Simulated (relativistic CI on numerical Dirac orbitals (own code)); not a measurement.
Calculated at this level of theory: Dirac-Coulomb-Breit CI, KLI orbitals optimised for each configuration, QED by a radiative potential, unscaled Slater integrals (own radial code, finite nucleus).

Configurations in the expansion (outside the closed core [Ar] 3d10): 4s²4p⁵, 4s4p⁶, 4s²4p⁴4d, 4s4p⁵4d, 4s²4p⁴4f, 4s4p⁵4f, 4p⁶4d, 4s4p⁴4d², 4s²4p³4d4f, 4p⁶4f, 4s²4p⁴5s, 4p⁶5s, 4s²4p⁴5p, 4p⁵4d4f, 4s4p⁴4d5s, 4s4p⁴4f², 4s4p⁵5s, 4s²4p⁴5d, 4s²4p³4f5s, 4s4p⁵5p, 4s²4p⁴5f, 4s²4p⁴5g, 4s4p⁵5d, 4s²4p⁴6s, 4p⁵4f5s, 4s²4p⁴6p, 4s4p⁵5f, 4s²4p³4d², 4s²4p²4d³, 4s4p³4d³, 4s²4p²4d²4f, 4s4p³4d²4f, 4s²4p²4d²5s, 4p⁵4d², 4p⁴4d³, 4p⁴4d²4f, 4p⁴4d²5s, 4p⁵4d5s, 4p⁴4d4f5s, 4p⁴4d5s², 4s²4p³5s², 4s²4p²4d5s², 4s4p³4d5s², 4s²4p²4f5s², 4s4p³4f5s². Double excitations out of closed p, d and f shells are left out; levels of such configurations are missing from the list, as are those of other unlisted configurations, and high levels can miss mixing partners. These lack a partner that the ground configuration has and come out too high: 4s²4p⁴5p, 4s4p⁵5s, 4s²4p⁴5d, 4s4p⁵5p, 4s²4p⁴5f.

At this charge energies of transitions that change n are usually good to better than 1 %, and those within a shell (Δn = 0) to a few per cent.

Outline of the computed level scheme of Pm XXVII. Lowest level of each configuration: 4s²4p⁵ ²P°3/2 at 0.000 eV; 4s4p⁶ ²S1/2 at 96.092 eV; 4s²4p⁴4d ⁴D3/2 at 104.154 eV; 4s4p⁵4d ⁴P°1/2 at 198.979 eV; 4s²4p³4d² ⁴F°3/2 at 214.842 eV.

Some strong electric-dipole decays among the lowest 45 levels: 4s²4p⁴4d ²D5/2 → 4s²4p⁵ ²P°3/2 (1.0e+12 s⁻¹); 4s²4p⁴4d ²S1/2 → 4s²4p⁵ ²P°3/2 (9.9e+11 s⁻¹); 4s²4p⁴4d ²D3/2 → 4s²4p⁵ ²P°1/2 (8.9e+11 s⁻¹); 4s²4p⁴4d ²P1/2 → 4s²4p⁵ ²P°1/2 (7.1e+11 s⁻¹); 4s²4p⁴4d ²P3/2 → 4s²4p⁵ ²P°3/2 (6.4e+11 s⁻¹); 4s²4p⁴4d ²D3/2 → 4s²4p⁵ ²P°3/2 (2.5e+11 s⁻¹); 4s²4p⁴4d ²D3/2 → 4s²4p⁵ ²P°1/2 (1.6e+11 s⁻¹); 4s²4p⁴4d ²F5/2 → 4s²4p⁵ ²P°3/2 (1.3e+11 s⁻¹).

LS names give the leading component of a level, which can be under half, so a name can repeat, a term be missing and a line seem to break the LS rules.
